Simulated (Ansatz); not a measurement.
InF₃, relaxed as a singlet with RKS PBE0-D4/def2-TZVP in Ansatz, starting from the GFN2-xTB geometry. Force threshold 0.02 eV/Å.

In the def2 sets In takes a core potential; there is no spin–orbit coupling.

Start:

Cartesian coordinates in Å:
```
In -0.002 -0.001 0.000
F 1.695 -0.962 -0.233
F -0.212 1.802 -0.749
F -1.481 -0.840 0.982
```

```csv
step,energy (eV),largest force component (eV/Å),SCF passes
1,-13322.4164,1.032,15
2,-13322.4887,0.053,20
3,-13322.4889,0.003,22
```

Force components are those of the run's own axes.

End:

```csv
atom,x (Å),y (Å),z (Å)
In1,-0.0004,-0.0003,0.0003
F2,1.6560,-0.9408,-0.2272
F3,-0.2093,1.7606,-0.7315
F4,-1.4463,-0.8195,0.9585
```

By distances, no bond broke or formed. The bond that changes most is In1–F2, from 1.96 to 1.92 Å (atoms count from 1).

No frequencies were taken in this run, so the end may be a saddle point.

It took 2.4 s on 4 threads of Arm Neoverse V2 on a shared host.
